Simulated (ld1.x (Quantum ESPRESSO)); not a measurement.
Results of a calculation; reference values are marked as such.
Potentials for Sb (Z = 51) compared

Generated with ld1.x 7.5 (TM, RRKJ, ultrasoft, PAW), atompaw 4.2 or ONCVPSP 4.0.1. The cutoff is in Ry: for ld1.x and atompaw files where the sum of valence levels is converged to 10 mRy in a Bessel basis, for ONCV files where the hardest occupied wave has 1 mHa per electron of residual kinetic energy. The error is the largest all-electron minus pseudo excitation energy over each file’s own four to seven test configurations (ionisations up to +4, promotions, holes and added fractions of an electron), all of which were solved. The labels leave out finer settings (local radius, basis sizes, second energies), which also bear on the numbers. Spin-polarised tests are not counted. The rows are a selection from randomly drawn settings: files with unsolved tests, undetermined cutoffs or missed reference levels are left out.

A true bound ghost makes a file unfit for plane-wave use even where its test errors are small: the radial tests pick states by their node count and pass the ghost by.

| potential | cutoff (Ry) | largest error (meV) | bound ghosts |
| --- | --- | --- | --- |
| ultrasoft, LDA (PZ), fully relativistic, rc 3.28/2.45 (sp), local smoothed, core correction yes, reference 5s2 5p3 | 6 | -171 | none |
| TM, LDA (PZ), scalar-relativistic, rc 1.45/2.25/1.65 (spd), local d, core correction no, reference 4d10 5s2 5p1 | 90 | -377 | s, p |
| ultrasoft, LDA (PZ), scalar-relativistic, rc 2.05/1.85 (sp), local smoothed, core correction yes, reference 5s2 5p3 | 10 | -562 | p |
| TM, PBE, scalar-relativistic, rc 1.95/1.80/1.10/1.70 (spdf), local p, core correction no, reference 4d10 5s2 5p2 | 110 | -463 | s |
| TM, PBE, scalar-relativistic, rc 1.55/1.75/1.35 (spd), local s, core correction no, reference 5s2 5p3 | 50 | +58 | none |

(1) Fill in the row for Sb: RRKJ, PW91, scalar-relativistic, rc 1.70/1.80/1.25 (spd), local smoothed, core correction yes, reference 4d10 5s1 5p4.

Results:

(1) cutoff 90 Ry, largest error -17 meV, bound ghosts: s.
